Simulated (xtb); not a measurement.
xtb input:

```bash
xtb mol.xyz --gfn 2 --ohess tight --chrg 1 --uhf 0
```
mol.xyz:
```
4

Si     0.00728111     0.01779438     0.51042332
Cl    -1.64755321    -0.92350092    -0.11882347
Cl    -0.02102194     1.88479178    -0.14885514
Cl     1.66165000    -0.91997187    -0.15616737
```

Problem. Predict the final energy.

Solution. -15.04206 Eh (GFN2-xTB).
